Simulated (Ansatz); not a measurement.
Relaxation of Ba₄S₄ with RKS r2SCAN-D4/def2-SVP.

```sh
$ ansatz run in.yaml --threads 4 --pin off --events-out ev --progress --plain --max-ram 6963MiB
```

```yaml
crystal:
  periodic: [false, false, false]
  atoms:
    - {symbol: Ba, position_ang: [-1.371570, 1.063670, -2.347170]}
    - {symbol: Ba, position_ang: [2.888300, 1.439790, 0.228550]}
    - {symbol: Ba, position_ang: [0.865460, -1.920300, -0.563840]}
    - {symbol: Ba, position_ang: [-1.109590, -0.290810, 2.694410]}
    - {symbol: S, position_ang: [1.304650, 0.411010, -2.067130]}
    - {symbol: S, position_ang: [1.503270, -0.632250, 1.849140]}
    - {symbol: S, position_ang: [-1.943090, -1.101830, -0.189280]}
    - {symbol: S, position_ang: [-2.137420, 1.030720, 0.395320]}
basis:
  gaussian: {orbitals: def2-SVP}
hamiltonian: {xc: r2scan, dispersion: d4}
scf: {lower_state_search: "off"}
output: {orbitals: {seedname: orbitals}}
relax: {f_tol: 0.03, max_steps: 70}
```

Run time 97 s (4 threads of Arm Neoverse V2 on a shared host).

Positions (Å) and forces (eV/Å) at steps 1, 2, 3, 4, 5, 6, 7, 8, 9, 10, 11, 12, 13 of 13:

```xyz
8
step=1 energy=-46109.5030 eV
Ba   -1.372    1.064   -2.347   -0.627    0.482   -0.110
Ba    2.888    1.440    0.229   -0.175    0.431    0.125
Ba    0.865   -1.920   -0.564   -0.128   -1.320   -0.338
Ba   -1.110   -0.291    2.694   -0.594    0.328    0.400
S     1.305    0.411   -2.067    1.047    0.174   -0.384
S     1.503   -0.632    1.849    1.099   -0.013    0.313
S    -1.943   -1.102   -0.189   -0.255   -1.672   -0.434
S    -2.137    1.031    0.395   -0.367    1.590    0.427
8
step=2 energy=-46109.9681 eV
Ba   -1.412    1.137   -2.342    0.220   -0.075    0.486
Ba    2.856    1.536    0.256   -0.550   -0.073    0.008
Ba    0.854   -2.109   -0.612   -0.257    0.456    0.136
Ba   -1.146   -0.228    2.729    0.170    0.187   -0.490
S     1.421    0.404   -2.110    0.130   -0.234    0.068
S     1.627   -0.658    1.873    0.125   -0.170   -0.179
S    -2.000   -1.152   -0.200    0.331   -1.738   -0.484
S    -2.199    1.069    0.407   -0.170    1.648    0.455
8
step=3 energy=-46110.7884 eV
Ba   -1.390    1.127   -2.267   -0.208   -0.436    0.958
Ba    2.782    1.558    0.265   -0.727   -0.408   -0.069
Ba    0.858   -2.115   -0.613   -0.529    0.129    0.064
Ba   -1.132   -0.199    2.656   -0.310    0.101   -1.031
S     1.459    0.378   -2.133    0.358    0.093    0.218
S     1.668   -0.691    1.877    0.345    0.194   -0.172
S    -2.009   -1.309   -0.242    0.855   -1.480   -0.442
S    -2.237    1.253    0.458    0.215    1.805    0.475
8
step=4 energy=-46111.6273 eV
Ba   -1.400    1.092   -2.190   -0.473   -0.653    1.116
Ba    2.730    1.561    0.269   -0.896   -0.716   -0.141
Ba    0.859   -2.135   -0.618   -0.546   -0.067    0.012
Ba   -1.150   -0.190    2.573   -0.594   -0.013   -1.247
S     1.485    0.373   -2.140    0.489    0.300    0.358
S     1.695   -0.698    1.878    0.466    0.446   -0.206
S    -1.983   -1.444   -0.280    1.099   -1.028   -0.334
S    -2.235    1.440    0.508    0.456    1.731    0.442
8
step=5 energy=-46112.3763 eV
Ba   -1.424    1.045   -2.112   -0.483   -0.689    0.999
Ba    2.676    1.559    0.272   -0.778   -0.638   -0.126
Ba    0.873   -2.161   -0.626   -0.277   -0.091   -0.010
Ba   -1.182   -0.192    2.484   -0.593   -0.101   -1.162
S     1.503    0.376   -2.146    0.324    0.242    0.395
S     1.715   -0.699    1.883    0.295    0.410   -0.250
S    -1.950   -1.555   -0.311    0.946   -0.405   -0.160
S    -2.211    1.626    0.556    0.565    1.272    0.314
8
step=6 energy=-46113.0015 eV
Ba   -1.463    0.976   -2.035   -0.402   -0.518    0.799
Ba    2.614    1.542    0.271   -0.581   -0.273   -0.039
Ba    0.894   -2.183   -0.633    0.169   -0.156   -0.051
Ba   -1.230   -0.214    2.386   -0.488   -0.052   -0.908
S     1.499    0.382   -2.128    0.132    0.074    0.241
S     1.710   -0.686    1.872    0.114    0.184   -0.183
S    -1.880   -1.621   -0.333    0.450   -0.084   -0.049
S    -2.145    1.803    0.600    0.606    0.825    0.189
8
step=7 energy=-46113.4286 eV
Ba   -1.505    0.909   -1.959   -0.269   -0.245    0.549
Ba    2.532    1.536    0.274   -0.408    0.124    0.057
Ba    0.929   -2.218   -0.644    0.545   -0.136   -0.066
Ba   -1.281   -0.233    2.291   -0.325    0.060   -0.565
S     1.489    0.382   -2.108   -0.069   -0.116    0.047
S     1.699   -0.677    1.855   -0.072   -0.083   -0.090
S    -1.809   -1.670   -0.350   -0.046    0.029    0.007
S    -2.055    1.972    0.641    0.644    0.365    0.061
8
step=8 energy=-46113.7103 eV
Ba   -1.518    0.878   -1.939   -0.142   -0.155    0.385
Ba    2.340    1.583    0.298   -0.406    0.313    0.108
Ba    0.947   -2.251   -0.654    0.707   -0.052   -0.052
Ba   -1.295   -0.250    2.260   -0.180    0.058   -0.391
S     1.493    0.363   -2.121   -0.237   -0.208    0.000
S     1.704   -0.701    1.857   -0.238   -0.189   -0.080
S    -1.781   -1.683   -0.355   -0.264    0.054    0.025
S    -1.889    2.062    0.655    0.760    0.179    0.004
8
step=9 energy=-46114.0043 eV
Ba   -1.541    0.853   -1.925   -0.007   -0.120    0.258
Ba    2.191    1.635    0.320   -0.551    0.294    0.111
Ba    0.982   -2.281   -0.664    0.628    0.109   -0.005
Ba   -1.320   -0.264    2.237   -0.033    0.027   -0.277
S     1.472    0.346   -2.120   -0.269   -0.217   -0.003
S     1.683   -0.717    1.850   -0.270   -0.198   -0.078
S    -1.759   -1.696   -0.360   -0.321    0.028    0.022
S    -1.709    2.124    0.662    0.825    0.077   -0.027
8
step=10 energy=-46114.3179 eV
Ba   -1.555    0.832   -1.918    0.083   -0.102    0.148
Ba    2.031    1.686    0.343   -0.622    0.258    0.105
Ba    1.011   -2.294   -0.669    0.549    0.202    0.024
Ba   -1.334   -0.279    2.222    0.067   -0.011   -0.183
S     1.452    0.331   -2.128   -0.306   -0.197    0.025
S     1.664   -0.735    1.852   -0.310   -0.167   -0.089
S    -1.751   -1.705   -0.363   -0.329    0.015    0.019
S    -1.518    2.162    0.662    0.869    0.001   -0.049
8
step=11 energy=-46114.6136 eV
Ba   -1.566    0.808   -1.908    0.142   -0.065    0.041
Ba    1.880    1.736    0.364   -0.433    0.201    0.079
Ba    1.043   -2.295   -0.671    0.445    0.247    0.042
Ba   -1.347   -0.294    2.202    0.137   -0.031   -0.080
S     1.425    0.319   -2.135   -0.336   -0.156    0.056
S     1.638   -0.751    1.855   -0.342   -0.116   -0.093
S    -1.752   -1.719   -0.367   -0.298    0.010    0.017
S    -1.322    2.196    0.660    0.686   -0.091   -0.063
8
step=12 energy=-46114.7841 eV
Ba   -1.573    0.777   -1.901   -0.014    0.004   -0.037
Ba    1.828    1.781    0.380   -0.061    0.084    0.025
Ba    1.094   -2.251   -0.662    0.137    0.025   -0.001
Ba   -1.354   -0.318    2.181   -0.012   -0.016    0.037
S     1.342    0.316   -2.120   -0.025   -0.039   -0.046
S     1.555   -0.748    1.849   -0.022   -0.057    0.023
S    -1.769   -1.736   -0.371   -0.131   -0.054   -0.008
S    -1.123    2.179    0.644    0.128    0.053    0.007
8
step=13 energy=-46114.7909 eV
Ba   -1.579    0.771   -1.899   -0.004    0.001    0.000
Ba    1.825    1.790    0.382    0.000    0.003    0.000
Ba    1.115   -2.240   -0.660    0.005   -0.001   -0.001
Ba   -1.361   -0.322    2.177   -0.004    0.000    0.002
S     1.330    0.315   -2.131    0.007    0.002    0.003
S     1.544   -0.755    1.859    0.006    0.003   -0.002
S    -1.783   -1.751   -0.374   -0.015   -0.006   -0.001
S    -1.091    2.193    0.646    0.005   -0.001   -0.001
```

In the def2 sets Ba takes a core potential; there is no spin–orbit coupling. The structure comes from a short search, and lower isomers may exist.
